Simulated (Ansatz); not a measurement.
Geometry optimisation, Ansatz 0.2.0, RKS PBE0-D4/def2-SVP.

The input (input.yaml):

```yaml
crystal:
  periodic: [false, false, false]
  atoms:
    - { symbol: C, position_ang: [-1.1094, -0.0328, 0.7583] }
    - { symbol: C, position_ang: [0.1607, -0.409, 0.1781] }
    - { symbol: Se, position_ang: [1.2204, -1.6532, 1.14] }
    - { symbol: C, position_ang: [0.6772, 0.0805, -0.9911] }
    - { symbol: O, position_ang: [-0.1531, 0.9685, -1.741] }
    - { symbol: H, position_ang: [-1.1692, 1.1262, 0.9092] }
    - { symbol: H, position_ang: [-1.3111, -0.49, 1.7226] }
    - { symbol: H, position_ang: [-1.9363, -0.2482, 0.0407] }
    - { symbol: H, position_ang: [1.943, -0.4817, 1.9399] }
    - { symbol: H, position_ang: [1.5656, -0.2484, -1.3497] }
    - { symbol: H, position_ang: [1.32596, 0.94471, -1.13375] }
basis:
  gaussian: { orbitals: def2-SVP }
hamiltonian:
  xc: pbe0
  dispersion: d4
relax:
  f_tol: 0.02
  max_steps: 50
output:
  orbitals: {}
```

Launched with:

```bash
$ ansatz run input.yaml --threads 2 --pin off --max-ram 3072MiB --backend cpu --events-out ev --progress --plain --runs-dir out
```

Question: Where does it end, and by what steps?

Answer: It converged. After 29 steps the energy has fallen by 4.815 eV; H11 moved furthest, 1.94 Å. Parted: C4–H11. Joined: O5–H11.

| step | energy less start (eV) | largest force component (eV/Å) | accepted |
| --- | --- | --- | --- |
| 0 | 0.0000 | 7.640 | yes |
| 2 | -1.3916 | 1.536 | yes |
| 4 | -2.1867 | 3.922 | yes |
| 6 | -3.8777 | 2.730 | yes |
| 8 | -4.4237 | 1.595 | yes |
| 10 | -4.5439 | 0.508 | yes |
| 12 | -4.6140 | 1.939 | yes |
| 14 | -4.7738 | 0.473 | yes |
| 16 | -4.7963 | 0.156 | yes |
| 18 | -4.7927 | 0.465 | no |
| 20 | -4.8080 | 0.070 | yes |
| 22 | -4.8102 | 0.143 | yes |
| 24 | -4.8121 | 0.037 | yes |
| 26 | -4.8141 | 0.043 | yes |
| 28 | -4.8147 | 0.056 | yes |
| 29 | -4.8149 | 0.016 | yes |

```xyz
11
Properties=species:S:1:pos:R:3
C -0.902 0.182 0.786
C 0.367 -0.368 0.216
Se 1.325 -1.656 1.249
C 0.848 -0.093 -1.011
O 0.284 0.692 -1.942
H -0.712 0.729 1.725
H -1.618 -0.621 1.020
H -1.409 0.888 0.105
H 1.791 -0.717 2.291
H 1.790 -0.525 -1.360
H -0.549 1.045 -1.606
```

Whether the end is a true minimum wasn't checked by a vibrational analysis.

Run time: 72 s on 2 threads of Intel(R) Xeon(R) 6975P-C (Granite Rapids), with other jobs on the host, peak memory 0.31 GiB.
